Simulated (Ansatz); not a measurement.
Na₃Sn₅⁻. Charge -1, multiplicity 1. Geometry r2SCAN-D4/def2-SVPD; atoms count from 1.

```xyz
8

Na    0.1121   -2.0215   -0.7261
Na   -1.7633   -0.9542    1.8491
Na   -1.9211   -4.4514    1.2781
Sn    2.9755    1.9035   -0.4165
Sn    0.3355    3.2052   -0.3412
Sn   -1.5608    1.0766   -0.6122
Sn    0.8911    0.5426    1.0764
Sn    0.9310    0.6990   -2.1078
```

In the def2 sets Sn takes a core potential; there is no spin–orbit coupling. The restricted singlet is unstable towards broken spin symmetry in Hartree–Fock (as tested in another run); at PBE0-D4/def2-SVP this wasn't settled. Another isomer (singlet) lies 0.20 eV lower at PBE0-D4/def2-SVP; other spin states weren't run for this one.

Estimate the Mulliken populations from the PBE0/def2-SVP orbitals of Ansatz.


```tsv
atom	charge (e)
Na1	0.18
Na2	0.16
Na3	-0.32
Sn4	-0.13
Sn5	-0.18
Sn6	-0.18
Sn7	-0.28
Sn8	-0.25
```
Mulliken values and Mayer orders depend strongly on the basis.

And the Mayer bond orders between bonded heavy atoms (over 0.3)?

Na1–Na3 0.36 (3.75 Å); Na1–Sn8 0.32 (3.16 Å); Na2–Na3 0.49 (3.55 Å); Na2–Sn7 0.32 (3.14 Å); Sn4–Sn5 0.73 (2.94 Å); Sn4–Sn7 0.77 (2.90 Å); Sn4–Sn8 0.79 (2.91 Å); Sn5–Sn6 0.84 (2.86 Å); Sn5–Sn7 0.59 (3.07 Å); Sn5–Sn8 0.56 (3.12 Å); Sn6–Sn7 0.66 (3.02 Å); Sn6–Sn8 0.73 (2.93 Å); Sn7–Sn8 0.57 (3.19 Å). Values over 0.3 also appear between atoms too far apart for a bond (Sn4–Sn6 0.34 at 4.62 Å); they arise where an orbital or an unpaired electron spreads over both atoms.
